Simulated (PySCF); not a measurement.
Vertical excitations of a molecule C₄H₂BrF from TDA-ωB97X/def2-SVPD run with PySCF 2.14.0, as energy in eV (oscillator strength): 5.52 (0.000), 5.64 (0.353), 5.77 (0.000), 6.07 (0.000), 6.62 (0.000), 6.76 (0.120), 6.80 (0.005), 7.40 (0.030), 7.73 (0.000), 8.14 (0.003). Lowest triplet (TDA): 3.28 eV. The structure is a stationary point at B3LYP-D3(BJ)/def2-SVP. The values are those of a single conformer.

Task: Which molecule gave these data?
A. C#C/C(Br)=C\F
B. C#C/C=C(\F)Br
C. C#C/C(F)=C\Br

Result: C, C#C/C(F)=C\Br
